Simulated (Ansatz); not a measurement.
A nudged elastic band was laid between two geometries of ClGeH3O + H (7 atoms, charge 0, multiplicity 2).

Level of theory: Ansatz, UKS PBE-D4/def2-SVP.

| Item | Value |
| --- | --- |
| movable images | 5 |
| climbing image | yes |
| spring | 5.0 eV/Å² |
| optimiser | quadratic models (default) |
| start path | through a guess of the saddle point |
| force threshold | 0.05 eV/Å |
| iteration limit | 60 |
| end points | relaxed |

Image 0:

```xyz
7
Properties=species:S:1:pos:R:3
Ge -0.003 -0.058 -0.192
Cl -0.123 0.037 1.987
H 1.469 0.092 -0.622
O -0.824 1.364 -0.903
H -1.770 1.380 -0.666
H -0.692 -1.385 -0.604
H 0.049 -0.037 5.177
```

Image 6:

```xyz
7
Properties=species:S:1:pos:R:3
Ge -0.004 -0.042 -0.243
Cl -0.042 0.028 3.266
H 1.450 0.069 -0.811
O -0.824 1.400 -0.978
H -1.790 1.338 -0.851
H -0.703 -1.355 -0.773
H 0.019 -0.044 4.566
```

Q: What changes between the two ends?

A: Bonds broken: Ge1–Cl2. Bonds formed: Cl2–H7. ClGeH3O + H becomes ClH + GeH3O.

Q: What energy profile does the band end with?

A: It converged. The highest image is number 3 of 0 to 6, 26.8 kJ/mol above the first end and 44.2 kJ/mol above the last; the last end lies 17.3 kJ/mol below the first. A vibrational analysis at the climbing image gives one clearly imaginary mode, 537i cm⁻¹: a first-order saddle point.

```json
{"image": "0", "path coordinate (Å)": "0.00", "energy (kJ/mol)": "0.0", "Ge1–Cl2 (Å)": "2.19", "Cl2–H7 (Å)": "3.20"}
{"image": "1", "path coordinate (Å)": "0.44", "energy (kJ/mol)": "0.9", "Ge1–Cl2 (Å)": "2.18", "Cl2–H7 (Å)": "2.74"}
{"image": "2", "path coordinate (Å)": "0.89", "energy (kJ/mol)": "7.2", "Ge1–Cl2 (Å)": "2.19", "Cl2–H7 (Å)": "2.26"}
{"image": "3", "path coordinate (Å)": "1.33", "energy (kJ/mol)": "26.8", "Ge1–Cl2 (Å)": "2.36", "Cl2–H7 (Å)": "1.66"}
{"image": "4", "path coordinate (Å)": "1.78", "energy (kJ/mol)": "-5.3", "Ge1–Cl2 (Å)": "2.84", "Cl2–H7 (Å)": "1.33"}
{"image": "5", "path coordinate (Å)": "2.24", "energy (kJ/mol)": "-15.7", "Ge1–Cl2 (Å)": "3.20", "Cl2–H7 (Å)": "1.31"}
{"image": "6", "path coordinate (Å)": "2.70", "energy (kJ/mol)": "-17.3", "Ge1–Cl2 (Å)": "3.51", "Cl2–H7 (Å)": "1.30"}
```

Q: What is the geometry of the highest image?

A: 
```xyz
7
Properties=species:S:1:pos:R:3
Ge 0.013 -0.060 -0.011
Cl -0.070 0.016 2.344
H 1.482 0.074 -0.481
O -0.809 1.372 -0.717
H -1.766 1.356 -0.522
H -0.686 -1.387 -0.441
H -0.057 0.022 4.005
```

Q: What are the harmonic wavenumbers there?

A: 537i, 115, 191, 227, 283, 421, 507, 612, 685, 732, 810, 911, 2019, 2099, 3718 cm⁻¹.

Time of the run: 81 s on 2 threads of Arm Neoverse V1 (shared host), peak memory 0.15 GiB.
